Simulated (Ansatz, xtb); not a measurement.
# Two isomers of FH5N2OSi

Structure I: `N[Si@-]([NH3+])(=O)F`, a singlet. Structure II: `N[Si](N)(O)F`, a singlet. Both are isolated molecules in the gas phase, relaxed with B3LYP/6-31G*; the shapes shown needn't be the lowest conformers.

I (Å):

```xyz
10

F     0.9898   -2.1734    0.4860
N    -1.3665   -1.1678   -0.1721
N     0.6607    0.3681    1.0742
O     1.0054   -0.3370   -1.6075
Si    0.3403   -0.9575   -0.3721
H    -1.6832   -2.0480    0.2210
H    -1.9273   -0.9325   -0.9837
H     1.1896   -0.0208    1.8562
H    -0.2298    0.7299    1.4177
H     1.1982    1.1265    0.6514
```

II (Å):

```yaml
atoms:
  - { symbol: F, position_ang: [0.5894, -1.0102, -1.4844] }
  - { symbol: N, position_ang: [-1.5350, -0.2492, 0.2399] }
  - { symbol: N, position_ang: [0.6583, -1.7270, 1.0241] }
  - { symbol: O, position_ang: [0.7691, 1.0458, 0.1091] }
  - { symbol: Si, position_ang: [0.1284, -0.4792, -0.0232] }
  - { symbol: H, position_ang: [-2.0012, 0.5968, -0.0574] }
  - { symbol: H, position_ang: [-2.1629, -1.0341, 0.3414] }
  - { symbol: H, position_ang: [0.5544, -1.6262, 2.0255] }
  - { symbol: H, position_ang: [1.4649, -2.2883, 0.7836] }
  - { symbol: H, position_ang: [1.5805, 1.1878, -0.3974] }
```

Quicker runs give these differences E(II) − E(I): GFN2-xTB −0.407 eV; HF/STO-3G −3.237 eV (at GFN2-xTB geometries); r2SCAN-D4/def2-SVP −1.089 eV (at GFN2-xTB geometries).

Estimate E(II) − E(I) at the level CCSD(T)/def2-SVP + ΔMP2/def2-TZVPP.

Calculated at CCSD(T)/def2-SVP + ΔMP2/def2-TZVPP: E(II) − E(I) = −1.203 eV, so structure II lies lower.

The same difference at several levels:

| level | geometry | E(II) − E(I) (eV) | departure from the last row (eV) | job, with rough time for the two |
| --- | --- | --- | --- | --- |
| GFN2-xTB | GFN2-xTB | −0.407 | +0.796 | optimisation, 0.22 s |
| HF/STO-3G | GFN2-xTB | −3.237 | −2.034 | single point, 0.34 s |
| r2SCAN-D4/def2-SVP | GFN2-xTB | −1.089 | +0.114 | single point, 3.1 s |
| B3LYP/6-31G* | B3LYP/6-31G* | −1.016 | +0.186 | optimisation, 2.5 min |
| HF/def2-SVP | B3LYP/6-31G* | −1.503 | −0.300 | part of the CCSD(T) run |
| MP2/def2-SVP | B3LYP/6-31G* | −1.146 | +0.057 | part of the CCSD(T) run |
| CCSD(T)/def2-SVP | B3LYP/6-31G* | −1.171 | +0.032 | single point |
| CCSD(T)/def2-SVP + ΔMP2/def2-TZVPP | B3LYP/6-31G* | −1.203 |  | single point, 29 s |

As drawn, II has 1 O–Si, 1 O–H in place of 1 O=Si, 1 N–H.

None of the levels shown reverses the order. The largest departure from CCSD(T)/def2-SVP + ΔMP2/def2-TZVPP is that of HF/STO-3G, 2.034 eV. The last row adds to CCSD(T) the change of the MP2 difference between the two basis sets, here −0.032 eV.

With harmonic frequencies from B3LYP/6-31G* (ideal gas, rigid rotor, one conformer each, 298.15 K, 1 atm): on the last row, ΔE + ΔZPE = −1.269 eV. A mode under 50 cm⁻¹ makes harmonic enthalpies and free energies unreliable, so none is given.

The correlated steps freeze 9 core orbitals. Programs: Ansatz 0.2.0, xtb 6.7.1; the last row on 1 thread of Intel(R) Xeon(R) 6975P-C (Granite Rapids) on a shared host.
